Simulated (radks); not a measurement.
The numbers below are computed, except where a source is named.
Species: the bromine ion Br3+. Configuration: [Ar] 3d10 4s2 4p2. Level of theory: scalar-relativistic Kohn-Sham, PBE, spin-polarised, spherical densities, finite nucleus; open shells are filled with parallel spins first; Fermi nuclear charge, rms radius 4.1629 fm (a radial shooting solver on a logarithmic mesh with Libxc functionals).

Unscreened Slater integrals over Kohn-Sham orbitals (cm^-1). They are taken over the spin-up orbitals.

\begin{tabular}{lr}
integral & value \\ \hline
F0(4p,4p) & 112340 \\
F2(4p,4p) & 59888 \\
F0(4p,4s) & 119110 \\
G1(4p,4s) & 80579 \\
F0(4p,3d) & 144620 \\
F2(4p,3d) & 32033 \\
G1(4p,3d) & 11104 \\
G3(4p,3d) & 10252 \\
F0(4p,3p) & 145190 \\
F2(4p,3p) & 30579 \\
G0(4p,3p) & 7775.1 \\
G2(4p,3p) & 9058.7 \\
F0(4s,4s) & 127580 \\
F0(4s,3d) & 161550 \\
G2(4s,3d) & 14628 \\
F0(4s,3p) & 162320 \\
G1(4s,3p) & 11568 \\
F0(3d,3d) & 342320 \\
F2(3d,3d) & 163660 \\
F4(3d,3d) & 102910 \\
F0(3d,3p) & 345160 \\
F2(3d,3p) & 165630 \\
G1(3d,3p) & 200210 \\
G3(3d,3p) & 124130 \\
F0(3p,3p) & 351450 \\
F2(3p,3p) & 176230 \\
\end{tabular}

Derived for the open shells (J is the average intra-shell exchange parameter used in DFT+U). 4p: J = F2/5 = 11980 cm^-1; in LS coupling 1D lies 6 F2/25 = 14370 cm^-1 above 3P.
